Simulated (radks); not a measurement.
The numbers below are computed, except where a source is named.
All-electron atom: the rubidium ion Rb21+ in [Ne] 3s2 3p4. Code: a radial shooting solver on a logarithmic mesh with Libxc functionals. Model: scalar-relativistic Kohn-Sham, PBE, spin-polarised, spherical densities, finite nucleus; open shells are filled with parallel spins first (spin-orbit coupling, left out, can overturn this in heavy ions); Fermi nuclear charge, rms radius 4.2036 fm.

Normalised radial functions P(r) = r R(r), r in bohr:

```
   r/bohr * 2s down, o 2p up, + 3p up (the largest magnitude, 2.49, reaches the edge; | marks zero, & curves that meet)
 0.002365                             &   *
 0.003283                             &    *
 0.004593                             &     *
 0.006377                             +o      *
 0.008923                             |&        *
  0.01239                             |+o         *
  0.01733                             | + o         *
  0.02406                             |  +  o      *
   0.0334                             |    +    o*
  0.04674                             |   *  +       o
  0.06489                       *     |        +          o
   0.0908           *                 |          +             o
    0.126   *                         |        +                 o
   0.1764   *                         | +                    o
   0.2448           *         +       |              o
   0.3399            +        *       |      o
   0.4756            +              * | o
   0.6603                   +         &
   0.9239                          +  &
    1.283                             &
```

2s down: eigenvalue -2872.8 eV, 1 radial node at r = 0.0537 bohr, <r> = 0.176 bohr, 90 % of the charge inside 0.271 bohr. 2p up: eigenvalue -2653.1 eV, 0 radial nodes, <r> = 0.153 bohr, 90 % of the charge inside 0.249 bohr. 3p up: eigenvalue -944.13 eV, 1 radial node at r = 0.188 bohr, <r> = 0.437 bohr, 90 % of the charge inside 0.647 bohr.
